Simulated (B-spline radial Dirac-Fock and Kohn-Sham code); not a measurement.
**Muonic isotope shifts in gold**

Method: the Dirac equation of a negative muon with reduced mass in the field of a spherical finite nucleus, with the Uehling potential to all orders; nuclear polarisation, deformation, hyperfine structure, self-energy, higher-order vacuum polarisation, relativistic recoil and electron screening are left out. Computed with an atomic code on a B-spline grid. Nuclear charge: Fermi distribution (skin thickness 2.3 fm); radii from Angeli and Marinova (2013). Reference ¹⁹¹Au, radius 5.4147 fm: 2p3/2 → 1s1/2 5783 keV, 3d5/2 → 2p3/2 2342 keV.

```
  A  radius (fm)  δ⟨r²⟩ (fm²)  shift 2p3/2 → 1s (keV)  shift 3d5/2 → 2p3/2 (keV)
183       5.4247       +0.108                   -8.81                      -0.88
184       5.4306       +0.172                  -13.97                      -1.36
185       5.4296       +0.162                  -13.09                      -1.27
186       5.4354       +0.225                  -18.17                      -1.74
187       5.4018       -0.140                  +11.34                      +1.04
188       5.4049       -0.106                   +8.61                      +0.79
189       5.4084       -0.068                   +5.53                      +0.51
190       5.4109       -0.041                   +3.34                      +0.31
192       5.4179       +0.035                   -2.81                      -0.26
193       5.4221       +0.080                   -6.49                      -0.60
194       5.4252       +0.114                   -9.21                      -0.85
195       5.4298       +0.164                  -13.23                      -1.23
196       5.4332       +0.201                  -16.21                      -1.50
197       5.4371       +0.243                  -19.62                      -1.82
198         5.44       +0.275                  -22.15                      -2.05
199       5.4454       +0.333                  -26.86                      -2.50
```
